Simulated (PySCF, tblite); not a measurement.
Compound: C₅H₇ClF₂O.
Cartesian coordinates in Å at the GFN2-xTB level; atoms count from 1:
```
atom  x, y, z in Å
C1    -2.1623   -0.0921   -0.3902
C2    -0.6394   -0.1460   -0.3419
C3    -0.1110    0.3703    0.9915
F4    -0.4552   -0.4894    2.0049
C5     1.4271    0.5400    1.0207
F6     1.7508    1.6498    0.2928
C7     2.1352   -0.6981    0.5025
O8     2.3015   -1.6982    1.1141
Cl9    2.6888   -0.5317   -1.1489
H10   -2.5853   -0.6765    0.4232
H11   -2.5129    0.9337   -0.3020
H12   -2.5201   -0.4995   -1.3314
H13   -0.2130    0.4666   -1.1377
H14   -0.3022   -1.1761   -0.4744
H15   -0.5584    1.3424    1.2430
H16    1.7488    0.7139    2.0573
```

Computed, not measured: PBE0/pcSseg-1 in PySCF (dipole) on a GFN2-xTB geometry, gas phase.

Masses are those of the commonest isotopes; rigid-rotor values at the optimised geometry. The values belong to one conformer with, in the numbering `[CH3:1][CH2:2][C@@H:3]([F:4])[C@H:5]([F:6])[C:7](=[O:8])[Cl:9]`, C1–C2–C3–F4 68°, C2–C3–C5–F6 74°, C3–C5–C7–O8 -78°.

(1) What are A, B and C (MHz)?

(2) What kind of rotor is it?

(3) What does the inertial defect say?

(4) Predict some low-J microwave lines.

## Answers

(1) Ia = 275.05, Ib = 548.57, Ic = 585.20 u·Å²; 505379 MHz·u·Å²/I gives A = 1837, B = 921.3, C = 863.6 MHz.

(2) An asymmetric top: κ = (2 × 921.3 − 1837 − 863.6)/(1837 − 863.6) = -0.88.

(3) Not planar: Δ = Ic − Ia − Ib = -238.43 u·Å². For a rigid frame Δ = −2 Σ m c², so Σ m c² = 119.21 u·Å² lies off the ab plane: 8.96 from hydrogen and 110.25 from heavier atoms. The atom farthest from that plane is 1.85 Å away.

(4) The dipole components are |μa| = 1.63 D, |μb| = 1.22 D, |μc| = 1.33 D. The squared components, which scale the intensities, stand as 1.00 : 0.56 : 0.66 (a : b : c). Some lines, for components of 0.1 D or more:

```tsv
type	branch	J(Ka,Kc)	MHz	lower level (cm⁻¹)
a	R	1(0,1) ← 0(0,0)	1785	0.000
b	Q	5(2,3) ← 5(1,4)	2504	0.938
c	Q	4(2,3) ← 4(1,3)	2552	0.636
b	R	3(1,3) ← 2(0,2)	6128	0.179
b	R	4(0,4) ← 3(1,3)	6330	0.383
c	R	3(1,2) ← 2(0,2)	6473	0.179
b	Q	4(4,1) ← 4(3,2)	6610	0.879
a	R	4(0,4) ← 3(0,3)	7113	0.357
b	R	3(2,1) ← 2(1,2)	8289	0.207
c	Q	5(5,1) ← 5(4,1)	8499	1.398
a	R	5(2,4) ← 4(2,3)	8918	0.721
b	R	5(3,3) ← 4(2,2)	13627	0.723
c	R	5(3,3) ← 4(2,3)	13666	0.721
c	R	4(4,1) ← 3(3,1)	13755	0.641
```

Its GFN2-xTB frequencies are all real (lowest 37 cm⁻¹). Constants of a rigid frame at the computed geometry: no zero-point averaging, no centrifugal distortion. A rigid rotor knows nothing of internal rotation, which can split or shift real lines. Quadrupole hyperfine structure (35Cl) is left out.
